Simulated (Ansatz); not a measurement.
`C[Si](C)(Cl)CCC(F)(F)C(F)(F)C(F)(F)C(F)(F)C(F)(F)C(F)(F)F`. Total charge 0; singlet. Geometry r2SCAN-D4/def2-SVP, basis def2-TZVP, Ansatz.

```xyz
35

C    -0.0697   -1.9479   -4.0547
Si   -1.4307   -0.7202   -3.6895
C    -3.0901   -1.5584   -3.4974
Cl   -1.5578    0.6062   -5.3030
C    -1.0126    0.3312   -2.1832
C    -0.8878   -0.4666   -0.8841
C    -0.5272    0.4287    0.2844
F    -1.4930    1.3616    0.4877
F     0.6323    1.0889    0.0268
C    -0.3360   -0.3599    1.6005
F    -1.4261   -1.1443    1.7711
F     0.7455   -1.1611    1.4623
C    -0.1861    0.4177    2.9364
F    -0.1034   -0.5116    3.9090
F    -1.3038    1.1403    3.1326
C     1.0022    1.4042    3.1270
F     0.8935    1.8516    4.3982
F     0.8388    2.4421    2.2916
C     2.4347    0.8349    2.9520
F     2.7097    0.7252    1.6423
F     2.5204   -0.3775    3.5288
C     3.5307    1.7316    3.5876
F     3.3539    3.0033    3.2290
F     4.7204    1.3208    3.1515
F     3.5062    1.6402    4.9130
H     0.0331   -2.6831   -3.2389
H     0.8993   -1.4394   -4.1818
H    -0.2825   -2.5039   -4.9815
H    -3.3593   -2.1067   -4.4142
H    -3.0765   -2.2825   -2.6654
H    -3.8860   -0.8231   -3.2989
H    -1.7897    1.1071   -2.0720
H    -0.0693    0.8662   -2.3879
H    -0.1036   -1.2391   -0.9522
H    -1.8295   -0.9766   -0.6272
```

```
run  HOMO (eV)  LUMO (eV)
  A      -7.21      -0.83
  B      -7.36      -1.26
  C      -8.35       0.00
  D      -8.56       0.29
  E      -9.84       1.09
  F      -7.54      -0.56
```

B3LYP takes the VWN-RPA correlation. Single mean-field runs in def2-TZVP are fitted with def2-universal-jkfit.

**Question.** The runs used B3LYP, BHLYP, LDA (SPW92), PBE, PBE0, r2SCAN. Estimate which is which.

**Answer.** A PBE (0 % exact exchange); B LDA (SPW92) (0 % exact exchange); C B3LYP (20 % exact exchange); D PBE0 (25 % exact exchange); E BHLYP (50 % exact exchange); F r2SCAN (0 % exact exchange). Exact exchange lowers occupied and raises empty levels; among semilocal functionals meta-GGAs tend to open the gap a little, and such runs are hard to tell apart. The gap grows from 6.10 eV (LDA (SPW92)) to 10.94 eV (BHLYP).
